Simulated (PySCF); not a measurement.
**Dipole response of F²⁺ (fluorine, charge +2)**

[He] 2s2 2p3, high-spin 4S determinant. Calculation: PySCF 2.14, in x2c-QZVPPall with one added diffuse shell each of s, p, d, f type (8s5p4d3f1g, 73 functions); scalar relativity by spin-free X2C-1e. Coupled (time-dependent) response in atomic units; α is the mean over directions.

```tsv
method	mean α (bohr³)	C₆ (like pair)	S(−4)
UHF	1.267	1.552	1.538
PBE	1.246	1.586	1.254
PBE0	1.240	1.563	1.280
r2SCANh	1.275	1.629	1.381
M06-L	1.300	1.636	1.545
```

S(−4) is the Cauchy moment in α(ω) = α(0) + S(−4) ω² + …

α(iu) at M06-L:

```json
{"u (hartree)": "0", "α(iu) (bohr³)": "1.300"}
{"u (hartree)": "0.0500", "α(iu) (bohr³)": "1.296"}
{"u (hartree)": "0.100", "α(iu) (bohr³)": "1.285"}
{"u (hartree)": "0.200", "α(iu) (bohr³)": "1.243"}
{"u (hartree)": "0.300", "α(iu) (bohr³)": "1.183"}
{"u (hartree)": "0.500", "α(iu) (bohr³)": "1.042"}
{"u (hartree)": "0.750", "α(iu) (bohr³)": "0.8806"}
{"u (hartree)": "1.00", "α(iu) (bohr³)": "0.7517"}
{"u (hartree)": "1.50", "α(iu) (bohr³)": "0.5664"}
{"u (hartree)": "2.00", "α(iu) (bohr³)": "0.4398"}
{"u (hartree)": "3.00", "α(iu) (bohr³)": "0.2825"}
{"u (hartree)": "5.00", "α(iu) (bohr³)": "0.1408"}
```

A single London oscillator, α(iu) = α/(1 + u²/ω²), gives C₆ = (3/4) ω α². Matching the computed C₆ needs ω = 4 × 1.636 / (3 × 1.300²) = 1.29 hartree.

For an ion, C₆ is the dispersion term alone; charge-induced terms of lower order in 1/R come first.
